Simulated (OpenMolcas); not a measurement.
Pt6+ among 8 point charges of -1.2 e arranged as a cube (Oh), 1.78 Å from the ion.

```json
{"Program": "OpenMolcas", "Method": "CASSCF", "Basis": "ANO-RCC-VTZP [8s7p5d3f1g]", "Scalar Hamiltonian": "DKH2, point nucleus", "Active space": "4 electrons in 5 orbitals (5d)", "State averaging": "2S+1 = 5 even, 5 roots; 2S+1 = 3 even, 45 roots; 2S+1 = 1 even, 50 roots", "Spin-orbit coupling": "state interaction with AMFI integrals over the reference wave functions"}
```

Problem. What is the spin-free ground state (labels of O, the rotations of Oh)?

Solution. 5T2, 3-fold in its orbital part, 100 % from free-ion D terms; it has the highest spin that d4 allows.

Problem. Where is the first state of the same spin?

Solution. 5E at 6100 cm-1 above the ground state.

Problem. What are the lowest two levels with spin-orbit coupling?

Solution. A 1-fold level A1, then a 3-fold level T1 7070 cm-1 above it. Their leading multiplicities are 5 (59 %) and 5 (82 %).

Problem. What is χT at 300 K?

Solution. 0.04 cm3 K/mol.

Problem. Which ligand-field parameters describe the states?

Solution. A least-squares ligand-field fit to the states below 45000 cm-1, each weighted by its degeneracy and with a free common offset, gives 10Dq = -6129 cm-1 (negative for this site), B = 998 cm-1 and C = 4188 cm-1 (C/B = 4.20), with an rms deviation of 99 cm-1. 

Spin-orbit coupling mixes the spin-free states strongly: the lowest level takes only 44 % from its leading state, 5T2. Without dynamic correlation the repulsion within the d shell is too large (B by tens of per cent), so at a given field states of lower spin stand too high. Point charges give a weaker field than real ligands, and real ions of this kind are as a rule low spin; the high spin found here belongs to the model. This is an electrostatic model: the charges have no orbitals. No measured value stands beside these numbers.
